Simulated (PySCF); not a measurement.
Si(H)(Cl) anion (ClHSi), SMILES [SiH]Cl (connectivity only; charge and spin as stated), charge -1, multiplicity 2. Geometry optimised at PBE-D3(BJ)/def2-TZVPD. The multiplicity is an assumed one; other spin states were not compared. The isomer is the one that the SMILES or the coordinates give; other isomers of the formula were not compared.

Level of theory: PBE-D3(BJ)/def2-TZVPD (PySCF 2.14.0).

Harmonic wavenumbers (cm⁻¹): 349, 689, 1805. Rotational constants (GHz): 214.1, 6.127, 5.957; symmetry number 1.

Work out the zero-point energy and the ideal-gas rigid-rotor harmonic-oscillator thermochemistry at 298.15 K and 1 atm.

ZPE = ½ Σ hcν = ½ × 2844 cm⁻¹ = 4.07 kcal/mol. H − E(el) = 6.74 kcal/mol. Entropy in cal/(mol K): translation 38.41, rotation 21.25, vibration 1.49, spin 1.38, total 62.53. G − E(el) = -11.91 kcal/mol. Cp = 10.40 cal/(mol K).
